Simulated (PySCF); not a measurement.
**Correlation energy of Se⁺ (selenium, charge +1)**

[Ar] 3d10 4s2 4p3, high-spin 4S determinant. Computed with PySCF 2.14 in x2c-TZVPPall (6s5p4d1f, 48 functions), with the spin-free X2C one-electron Hamiltonian (Gaussian nucleus). Frozen: [Ar] 3d10; 5 electrons correlated.

| level | correlation energy (mhartree) |
| --- | --- |
| CCSD | -89.66 |
| (T) | -2.54 |
| CCSD(T) | -92.20 |
| CCSDT | -92.69 |

Diagnostics: T1 = 0.0020, D1 = 0.0049, largest double amplitude 0.050.

Is a single reference adequate?

Yes, within this model without spin-orbit coupling: T1 lies below 0.03 and no double amplitude reaches 0.07.
